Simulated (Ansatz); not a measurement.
Consider the formal exchange of groups at a B–O bond: `NBO[SiH2]F` + `C#C` → `C#CBN` + `O[SiH2]F`.

Isolated molecules relaxed with PBE0-D4/def2-TZVP in Ansatz; ΔE leaves out vibrations. CBS: MP2 limit from def2 TZ/QZ plus the TZ coupled-cluster correction, frozen cores. This one scheme is used for every species. DFT in def2-TZVPP. B3LYP here is the variant with VWN-RPA as its local correlation; programs differ in this. One conformer a species, not always the lowest.

```json
{"level": "B3LYP-D4", "ΔE (kcal/mol)": "15.9"}
{"level": "r2SCAN", "ΔE (kcal/mol)": "15.0"}
```

What does CCSD(T)/CBS give? (An estimate is asked.)

Ansatz gave: +16.1 kcal/mol. The listed levels differ from it by -0.2, -1.1 kcal/mol.

Largest T1 diagnostic among the species: 0.014.

In def2-TZVPP, CCSD(T) changes the Hartree–Fock value by −2.7 kcal/mol (the triples alone add −0.5 kcal/mol) and MP2 by −3.4 kcal/mol. From PBE to PBE0 (25 % exact exchange), in def2-TZVPP and without D4, ΔE moves by +1.3 kcal/mol.
